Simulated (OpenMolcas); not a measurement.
# Potential curves of Te₂⁺: spin-free states

Calculated with OpenMolcas 26.06: state-averaged CASSCF(7,6) over Te 5p, Te 5p, XMS-CASPT2 (IPEA 0.25, imaginary shift 0.2 hartree), scalar X2C, ANO-RCC-VDZP, then RASSI spin–orbit state interaction with atomic mean-field integrals. C2 symmetry about the axis (a holds Σ, Δ, Γ; b holds Π, Φ, H; Σ⁺ and Σ⁻ are not told apart); roots by multiplicity and irrep: 2b 8, 4b 4, 2a 5, 4a 2, 6a 1.

XMS-CASPT2 energies in eV from the lowest point. Curves are followed by energy order within each symmetry, so they are adiabatic and may change character at avoided crossings and where g and u states cross; Σ⁺ and Σ⁻ are counted together.

```
R (Å)  (1)2Π  (1)4Π  (2)2Π  (1)2Σ  (1)4Σ  (2)4Π   (1)6Σ  (2)4Σ  (2)2Σ
2.150  2.120  4.972  5.601  6.753  5.462  9.249  12.325  9.328  6.978
2.275  0.810  3.055  3.696  5.025  3.961  6.691   9.084  7.026  5.266
2.388  0.218  2.013  2.634  3.885  3.244  5.126   6.963  5.395  4.499
2.500  0.000  1.402  2.002  3.140  2.874  4.052   5.399  4.236  4.080
2.625  0.024  1.066  1.631  2.623  2.715  3.280   4.149  3.341  3.874
2.750  0.223  0.967  1.507  2.335  2.712  2.791   3.276  2.740  3.562
2.925  0.620  1.080  1.547  2.111  2.238  2.459   2.503  2.841  3.055
```

(1) With masses 129.906 and 129.906 u, fit the curves (1)2Π near their minima.

The 9 lowest clean curves are shown; the next is (1)2Δ, from 3.46 eV. Left out for impure symmetry, kinks or missing points, though low: (1)2Φ, (3)2Π. g and u states are not told apart. Only roots inside an energy window near the equilibrium distance were included, so the list of states is not complete; labels number the states computed. Each spin and symmetry block has orbitals of its own, averaged over its own roots, so gaps between blocks are less sure than gaps within one and near the minimum can be off by tenths of an eV, in bad cases by more. No Rydberg orbitals are active, so Rydberg states, and σ→σ* states whose orbital the CASSCF left unused, can be missing between those listed. CASPT2 splits the two components of degenerate states numerically, here by up to 81 cm⁻¹. No roots were computed in block 6b (none fell in the window or the block failed), so states of that kind are missing and can lie low or lowest. Points that failed a check (symmetry, reference weights, a jump) are left out.

Results:

(1) At XMS-CASPT2, Te from the lowest curve (the fit fixes ωe to a per cent or two; the method's Re and ωe can be off by some per cent):

| curve | Te (cm⁻¹) | Re (Å) | ωe (cm⁻¹) |
| --- | --- | --- | --- |
| (1)2Π | 0 | 2.544 | 253.7 |
